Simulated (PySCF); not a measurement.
Gas-phase reaction: 2 GeH₃ + 2 H₂O ⇌ 2 GeO + 5 H₂

Computed with PySCF (xtb for GFN2) and rigid-rotor harmonic-oscillator thermochemistry at 1 bar. † marks an energy on the PBE0/def2-TZVP geometry and frequencies; other levels use their own. 6-31G* has spherical d functions here. Open shells (unrestricted): GeH₃ (multiplicity 2); the rest are closed-shell singlets. GFN2 has no spin-polarisation term. B3LYP is the form with VWN-RPA correlation. Ge: all electrons, no relativistic terms. GeH₃: computed as isolated molecules; such fragments, hydroxides, amides, oligomers or adducts are transient or little studied in the gas. The harmonic model lacks anharmonicity and excited electronic states, which grow with temperature; levels with a mode under 35 cm⁻¹ are left out.

```
level               ΔE electronic, kJ  ΔH°(298 K), kJ  ΔS°(298 K), J/K  ΔG°(800 K), kJ
------------------  -----------------  --------------  ---------------  --------------
B3LYP/6-31G*                      -53            -102              262            -325
BLYP/def2-TZVP†                   -82            -136              263            -359
GFN2-xTB                         -227            -280              266            -504
HF/def2-TZVP†                     230             176              263             -47
M06-2X/def2-TZVP†                  70              16              263            -207
PBE/def2-TZVP†                     12             -42              263            -265
PBE0/def2-SVP†                    133              79              263            -144
PBE0/def2-TZVP                    107              53              263            -170
ωB97M-V/def2-TZVP†                 50              -5              263            -228
```
ΔH° is lowest at GFN2-xTB and highest at HF/def2-TZVP†. No reference value is set beside these.
